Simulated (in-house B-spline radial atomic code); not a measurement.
**The rubidium ion Rb³⁺: [He] 2p6 3s2 3p6 3d10 4s2 4p6 (with a hole in an inner shell)**

Method: Dirac-Hartree-Fock, average of configuration, Fermi nucleus of rms radius 4.2036 fm. Calculated with a B-spline radial code for spherical atoms.

Z_r = [3n² - l(l+1)]/(2<r>); Z_e = n√(-2ε); the last column is Slater's effective charge. Values are occupation-weighted means over j. An effective charge above Z reflects the relativistic contraction of the inner shells.

```tsv
shell	electrons	ε (eV)	<r> (bohr)	Z_r	Z_e	Slater
1s	2	-15540	0.04027	37.25	33.80	36.70
2p	6	-2029.4	0.1523	32.83	24.43	33.55
3s	2	-418.28	0.4893	27.59	16.63	27.45
3p	6	-341.09	0.4896	25.53	15.02	27.45
3d	10	-207.98	0.4732	22.19	11.73	17.85
4s	2	-83.644	1.313	18.28	9.92	11.25
4p	6	-60.045	1.45	15.86	8.40	11.25
```

The least bound orbital is 4p3/2 at -59.57 eV, and it is also the most diffuse (<r> = 1.458 bohr).

Spin-orbit splittings of the orbital energies (j = l + 1/2 above j = l - 1/2 when positive): 2p 63.73 eV, 3p 10.79 eV, 3d 2.114 eV, 4p 1.414 eV.

For the 1s electron the small component carries 1.81 % of the norm, the zero-frequency Breit interaction raises the level by 24.71 eV, self-energy by 13.75 eV, and vacuum polarisation lowers it by 1.456 eV.
